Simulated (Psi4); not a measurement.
C₄H₅O₃ (SMILES CC1[CH]OC(=O)O1), doublet, geometry from GFN2-xTB; CCSD(T)/STO-3G in Psi4.

Psi4 was given this input:
```
memory 2 GB

molecule mol {
0 2
  C    -2.201253   -0.341822    0.449035
  C    -1.068578    0.217421   -0.424581
  C    -0.305208    1.331240    0.202454
  O     0.964106    0.909820    0.426026
  C     1.112406   -0.337676   -0.091857
  O     2.125883   -0.955143   -0.072528
  O    -0.047092   -0.756489   -0.621578
  H    -2.970623    0.414634    0.568856
  H    -2.625984   -1.218877   -0.030351
  H    -1.817473   -0.624827    1.425978
  H    -1.479748    0.478698   -1.412489
  H    -0.673539    2.149886    0.782335
}

set basis sto-3g
set reference uhf
set freeze_core true
set mp2_type conv
set scf_type pk
set puream true
set d_convergence 1e-8

energy('ccsd(t)')
print_variables()
```

What the program printed (banner, timings and long lists left out):

```
   => Loading Basis Set <=

    Name: STO-3G
    Role: ORBITAL
    Keyword: BASIS

         ---------------------------------------------------------
                                   SCF
               by Justin Turney, Rob Parrish, Andy Simmonett
                          and Daniel G. A. Smith
                              UHF Reference
         ---------------------------------------------------------

  ==> Geometry <==

    Molecular point group: c1
    Full point group: C1

    Geometry (in Angstrom), charge = 0, multiplicity = 2:

       Center              X                  Y                   Z               Mass
    ------------   -----------------  -----------------  -----------------  -----------------
         C           -2.295063005971    -0.330081623624     0.462126307595    12.000000000000
         C           -1.162388005971     0.229161376376    -0.411489692405    12.000000000000
         C           -0.399018005971     1.342980376376     0.215545307595    12.000000000000
         O            0.870295994029     0.921560376376     0.439117307595    15.994914619570
         C            1.018595994029    -0.325935623624    -0.078765692405    12.000000000000
         O            2.032072994029    -0.943402623624    -0.059436692405    15.994914619570
         O           -0.140902005971    -0.744748623624    -0.608486692405    15.994914619570
         H           -3.064433005971     0.426374376376     0.581947307595     1.007825032230
         H           -2.719794005971    -1.207136623624    -0.017259692405     1.007825032230
         H           -1.911283005971    -0.613086623624     1.439069307595     1.007825032230
         H           -1.573558005971     0.490438376376    -1.399397692405     1.007825032230
         H           -0.767349005971     2.161626376376     0.795426307595     1.007825032230

  Running in c1 symmetry.

  Rotational constants: A =      0.19977  B =      0.07874  C =      0.06263 [cm^-1]
  Rotational constants: A =   5988.91099  B =   2360.65565  C =   1877.66408 [MHz]
  Nuclear repulsion =  310.794427460121881

  Charge       = 0
  Multiplicity = 2
  Electrons    = 53
  Nalpha       = 27
  Nbeta        = 26

  ==> Algorithm <==

  SCF Algorithm Type is PK.
  DIIS enabled.
  MOM disabled.
  Fractional occupation disabled.
  Guess Type is SAD.
  Energy threshold   = 1.00e-08
  Density threshold  = 1.00e-08
  Integral threshold = 1.00e-12

  ==> Primary Basis <==

  Basis Set: STO-3G
    Blend: STO-3G
[...]
  @UHF Final Energy:  -374.04118442790644
    Total Energy =                       -374.0411844279064439
[...]
     16  15   1   2         0.0275455502
     11  11   7   8        -0.0261941036
     19  18   0   0         0.0237666315
     12  18   0   1        -0.0230007142

    SCF energy       (wfn)                    = -374.041184427906444
    Reference energy (file100)                = -374.041184427906671

    Opposite-spin MP2 correlation energy      =   -0.259907485377359
    Same-spin MP2 correlation energy          =   -0.061109881542087
    Singles MP2 correlation energy            =   -0.000000000000000
    MP2 correlation energy                    =   -0.321017366919446
      * MP2 total energy                      = -374.362201794826092

    Opposite-spin CCSD correlation energy     =   -0.332306751901729
    Same-spin CCSD correlation energy         =   -0.057166131393151
    Singles CCSD correlation energy           =   -0.000000000000000
    CCSD correlation energy                   =   -0.389472883294881
      * CCSD total energy                     = -374.430657311201571

            **************************
            *                        *
            *        CCTRIPLES       *
            *                        *
            **************************

    Wave function   =    CCSD_T
    Reference wfn   =      UHF

    Nuclear Rep. energy (wfn)                =  310.794427460121881
    SCF energy          (wfn)                = -374.041184427906444
    Reference energy    (file100)            = -374.041184427906671
    CCSD energy         (file100)            =   -0.389472883294881
    Total CCSD energy   (file100)            = -374.430657311201571

    Number of ijk index combinations:
    Spin Case AAA:                                1140
    Spin Case BBB:                                 969
    Spin Case AAB:                                3610
    Spin Case ABB:                                3420
    AAA (T) energy                             =   -0.000259064116719
    BBB (T) energy                             =   -0.000351988038164
    AAB (T) energy                             =   -0.005645621744725
    ABB (T) energy                             =   -0.006221696419302
    (T) energy                                   =   -0.012478370318910
      * CCSD(T) total energy                     = -374.443135681520459

  Variable Map:
  ----------------------------------------------------------------------------
[...]
  Array Variable Map:
  ----------------------------------------------------------------------------
[...]
[...]
```
